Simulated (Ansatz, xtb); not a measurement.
**C5H5FS: which of two isomers lies lower**

Structure X: `Cc1sccc1F`, a singlet. Structure Y: `Cc1cscc1F`, a singlet. Both are isolated molecules in the gas phase, relaxed with r2SCAN-D4/def2-SVP.

Which of the two would you expect CCSD(T)/def2-SVP + ΔMP2/def2-TZVPP electronic energies to favour?

CCSD(T)/def2-SVP + ΔMP2/def2-TZVPP gives E(Y) − E(X) = −1.84 kJ/mol, slightly favouring structure Y, which is too small a margin to settle the true order.

How the difference moves with the method:

```tsv
level	geometry	E(Y) − E(X) (kJ/mol)	departure from the last row (kJ/mol)	job, with rough time for the two
GFN2-xTB	GFN2-xTB	−1.97	−0.14	optimisation, 0.14 s
HF/STO-3G	GFN2-xTB	−0.29	+1.55	single point, 0.52 s
r2SCAN-D4/def2-SVP//GFN2-xTB	GFN2-xTB	+0.86	+2.70	single point, 3.5 s
r2SCAN-D4/def2-SVP	r2SCAN-D4/def2-SVP	+0.61	+2.45	optimisation, 24 s
HF/def2-SVP	r2SCAN-D4/def2-SVP	−0.11	+1.72	part of the CCSD(T) run
MP2/def2-SVP	r2SCAN-D4/def2-SVP	+0.39	+2.23	part of the CCSD(T) run
CCSD(T)/def2-SVP	r2SCAN-D4/def2-SVP	+0.14	+1.98	single point
CCSD(T)/def2-SVP + ΔMP2/def2-TZVPP	r2SCAN-D4/def2-SVP	−1.84		single point, 58 s
```

As drawn, both hold the same kinds of bond in the same numbers.

The largest departure from CCSD(T)/def2-SVP + ΔMP2/def2-TZVPP is that of r2SCAN-D4/def2-SVP//GFN2-xTB, 2.70 kJ/mol. The last row adds to CCSD(T) the change of the MP2 difference between the two basis sets, here −1.98 kJ/mol.

With thermal terms from frequencies at re-optimised GFN2-xTB minima (ideal gas, soft modes damped towards free rotors, one conformer each, 298.15 K, 1 atm): on the last row, ΔE + ΔZPE = −1.89, ΔH = −1.88, ΔG = −2.05 kJ/mol.

The correlated steps freeze 11 core orbitals. Run with Ansatz 0.2.0, xtb 6.7.1; the last row on 2 threads of Intel(R) Xeon(R) Platinum 8488C (Sapphire Rapids) on a shared host.
